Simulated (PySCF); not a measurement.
C₈H₇F₃O.
SMILES with atom numbers: `[O:1]=[C:2]([C@@H:3]1[C@H:4]2[CH:5]=[CH:6][CH2:7][C@@H:8]12)[C:9]([F:10])([F:11])[F:12]` (hydrogens: H13 on C3; H14 on C4; H15 on C5; H16 on C6; H17, H18 on C7; H19 on C8)

Computed geometry: GFN2-xTB, gas phase.

(1) What internal coordinates does the optimisation give?

Results:

(1) 
```csv
bond,length (bohr)
O1=C2,2.277
C2–C3,2.743
C3–C4,2.913
C4–C5,2.789
C5=C6,2.512
C6–C7,2.837
C7–C8,2.858
C2–C9,2.943
"C9–F10, C9–F12",2.542
C9–F11,2.510
C3–C8,2.881
C4–C8,2.809
C3–H13,2.044
C4–H14,2.038
C5–H15,2.031
C6–H16,2.032
C7–H17,2.063
C7–H18,2.065
C8–H19,2.038
```

Bonds in one row agree within 0.02 bohr and their mean is given. A selection of angles:
```csv
angle,degrees
O1–C2–C3,127.2
O1–C2–C9,120.3
C3–C2–C9,112.4
C2–C3–C4,116.9
C2–C3–C8,117.1
C4–C3–C8,58.0
C3–C4–C5,112.7
C3–C4–C8,60.4
C5–C4–C8,106.1
C4–C5–C6,110.7
C5–C6–C7,112.3
C6–C7–C8,103.3
C3–C8–C7,114.9
C3–C8–C4,61.6
C4–C8–C7,107.5
C2–C9–F10,111.1
C2–C9–F11,113.2
F10–C9–F11,107.5
F10–C9–F12,106.4
```

Torsions: O1–C2–C3–C4 34° (synclinal); C2–C3–C4–C5 157° (antiperiplanar); C3–C4–C5–C6 64° (synclinal); C4–C5–C6–C7 3° (synperiplanar); C5–C6–C7–C8 -4° (synperiplanar); C6–C7–C8–C3 -63° (synclinal); O1–C2–C9–F10 -121° (anticlinal); C2–C3–C8–C7 -157° (antiperiplanar); C3–C4–C8–C7 -109° (anticlinal).

The 9 C–C bonds span 1.329 Å (C5=C6, drawn double) to 1.557 Å (C2–C9, drawn single), a spread of 0.228 Å. Of the pairs four or more bonds apart, C6···H13 is among the closest relative to their van der Waals radii: 2.83 Å, 98 % of the sum of Bondi's values. The 5-membered ring C4–C5–C6–C7–C8 has internal angles of 103.3° to 112.3°; it is almost planar, 0.01 Å rms from its mean plane, widest ring torsion 4°. The 3-membered ring C3–C4–C8 has internal angles of 58.0° to 61.6°.

Stationary, but not proved a minimum. The numbers are those of one conformer.
